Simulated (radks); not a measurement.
Values are calculated unless marked as measured or tabulated.
Question: All-electron atom: Pd2+ in [Kr] 4d8. Level of theory: scalar-relativistic Kohn-Sham, BLYP, spin-polarised, spherical densities, finite nucleus; open shells are filled with parallel spins first (spin-orbit coupling, left out, can overturn this in heavy ions); Fermi nuclear charge, rms radius 4.5318 fm (a radial shooting solver on a logarithmic mesh with Libxc functionals). Some entries of the table are withheld. Estimate them.

orbital  occ.  eigenvalue (eV)  <1/r> (bohr^-1)
1s down     1        -24194.78            48.24
1s up       1        -24194.78            48.24
2s up       1        -3554.447            10.94
2s down     1        -3554.094            10.94
2p up       3        -3189.769            10.58
2p down     3        -3189.501            10.58
3s up       1        -661.3919            3.826
3s down     1        -661.2120            3.826
3p up       3        -541.5676            3.645
3p down     3        -541.3630            3.645
3d up       5        -351.1636            3.419
3d down     5        -350.8463            3.419
4s up       1        -111.0360            1.461
4s down     1        -109.5814            1.464
4p up       3         -76.6516            1.312
4p down     3         -75.1492            1.314
4d up       5              (1)           0.9755
4d down     3              (2)           0.9685

Answer: 
(1) 4d up eigenvalue (eV): -27.8696
(2) 4d down eigenvalue (eV): -26.4598
